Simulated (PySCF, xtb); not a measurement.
AlH2Cl, SMILES [AlH2][Cl].

GFN2-xTB in xtb at its own geometry gives an orbital gap of 5.08 eV and a dipole moment of 0.03 D.

Coordinates come from a B3LYP-D3(BJ)/def2-TZVP optimisation.

Problem. What does B3LYP/def2-TZVPD (PySCF) give? (Estimate from the structure and the level; the computed values follow.)

Solution. gap 6.50 eV (levels -8.40 and -1.90 eV), dipole 1.33 D.
